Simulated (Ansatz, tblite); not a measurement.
Removing and adding an electron: SiHMe2(OSiMe3) (C5H16OSi2). The state is a singlet with charge 0. Geometry: r2SCAN-D4/def2-SVP. Ansatz, gas phase; energy differences of separate SCF runs; the oxidised species was run as a doublet alone; the reduced species was run as a doublet alone.

```
atom    x (Å)    y (Å)    z (Å)
 Si1  -1.6654  -0.0586   0.6557
  H2  -1.8355  -1.5514   0.6193
  C3  -2.2193   0.5990   2.3158
  H4  -3.2821   0.3745   2.5029
  H5  -2.0882   1.6928   2.3616
  H6  -1.6292   0.1549   3.1334
  C7  -2.6590   0.7044  -0.7384
  H8  -3.7351   0.4932  -0.6241
  H9  -2.3429   0.3122  -1.7189
 H10  -2.5280   1.7994  -0.7552
 O11  -0.0537   0.3126   0.4655
Si12   1.3275  -0.1904  -0.3350
 C13   1.9293  -1.7878   0.4422
 C14   2.5975   1.1687  -0.1337
 C15   0.9210  -0.4610  -2.1489
 H16   2.8549  -2.1480  -0.0370
 H17   1.1731  -2.5849   0.3497
 H18   2.1388  -1.6487   1.5156
 H19   2.8040   1.3562   0.9327
 H20   3.5510   0.9078  -0.6217
 H21   2.2387   2.1126  -0.5752
 H22   0.1624  -1.2520  -2.2753
 H23   0.5271   0.4600  -2.6098
 H24   1.8132  -0.7656  -2.7213
```

The xTB rows come from tblite. Correlated methods freeze 16 core orbitals.

```
              level  −HOMO (eV)  vertical IE (eV)  −LUMO (eV)  vertical EA (eV)  HOMO–LUMO gap (eV)  IE − EA (eV)                       remarks
           GFN1-xTB       11.33             13.45        3.97              1.89                7.36         11.56                             –
           GFN2-xTB       10.44             12.71        4.20              1.79                6.25         10.92                             –
  PBE-D4/def2-TZVPD        6.47                 –        0.52             -0.69                5.96             –  HOMO above zero (-1 doublet)
  PBE0-D4/def2-TZVP        7.83              9.46       -0.81                 –                8.64             –                             –
 PBE0-D4/def2-TZVPD        7.84                 –       -0.10             -0.91                7.94             –  HOMO above zero (-1 doublet)
 PBE-QIDH/def2-TZVP           –             10.10           –                 –                   –             –                             –
PBE-QIDH/def2-TZVPD           –                 –           –             -1.14                   –             –                             –
```

Run but left out: PBE-D4/def2-TZVP (charge +1 doublet: an occupied level 0.06 eV above an empty one).   A HOMO above zero means that the electron is unbound at that level or that self-interaction error raises the level; the energy of removing that electron tells which. Raw xTB energy differences between charge states are shifted by several eV; the methods need an empirical correction for them. A negative affinity means that the extra electron isn't bound; its size then hangs on the basis.
